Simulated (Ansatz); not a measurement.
Born–Oppenheimer molecular dynamics of CH5BOSi (9 atoms, charge 0, multiplicity 1). It goes on from the last frame of an earlier run, with new velocities.

Level of theory: UKS r2SCAN-D4/STO-3G in Ansatz 0.2.0.

```
ensemble        : NVT, Langevin thermostat
time step       : 0.5 fs
steps asked     : 163
set temperature : 200 K
friction        : 0.05 /fs
seed            : 443890
```

First frame:

```xyz
9
Properties=species:S:1:pos:R:3
C -2.029 0.736 -0.183
B -0.790 0.283 -0.494
O 0.286 -0.490 -0.814
Si 1.556 -0.698 0.273
H -2.706 -0.057 0.219
H -2.021 1.839 -0.067
H 1.987 0.578 0.805
H 2.588 -1.306 -0.528
H 1.225 -1.766 1.491
```

(1) How far do the bonds stretch over the last three quarters of this one trajectory? (Pairs bonded in most of those frames.)

Results:

(1) 
```tsv
bond	mean (Å)	spread (Å)	shortest	longest
C1–B2	1.373	0.015	1.34	1.40
C1–H5	1.097	0.024	1.05	1.14
C1–H6	1.094	0.014	1.06	1.12
B2–O3	1.315	0.018	1.28	1.35
O3–Si4	1.745	0.018	1.71	1.78
Si4–H7	1.450	0.031	1.40	1.51
Si4–H8	1.452	0.026	1.40	1.51
Si4–H9	1.463	0.078	1.33	1.62
```

Mean temperature of the second half: 239 K. The mean temperature of the second half is 20 % above the set value. A run of 0.082 ps of so small a system gives no equilibrium averages. Limits of this set-up: minimal basis.

Time of the run: 16 min on 1 thread of Arm Neoverse N1 (shared host), peak memory 0.15 GiB.
